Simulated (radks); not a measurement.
Values are calculated unless marked as measured or tabulated.
Problem. Neutral technetium, [Kr] 4d5 5s2. Code: a radial shooting solver on a logarithmic mesh with Libxc functionals. Model: non-relativistic Kohn-Sham, exchange-only B88, spin-polarised, spherical densities, point nucleus. Every spin shell is full or empty, so the densities are truly spherical. Functionals are evaluated on that one density, not self-consistently. Rank these orbital-free kinetic functionals by their error against the exact value of the orbitals, and give that value: Thomas-Fermi, von Weizsacker, TF + vW, TF + vW/9, TF + vW/5, LC94, revAPBEK, Thakkar, LKT, PG1, DePristo-Kress, Ernzerhof.

Solution. Exact: 4204.84 hartree. From best to worst, with 100 (|E| - |E exact|)/|E exact| (equal figures are ties): DePristo-Kress -0.06, LC94 +0.08, revAPBEK +0.34, Ernzerhof -0.37, Thakkar -0.51, TF + vW/9 -0.68, TF + vW/5 +3.21, Thomas-Fermi -5.53, PG1 +16.03, LKT +20.35, TF + vW +38.17, von Weizsacker -56.30.
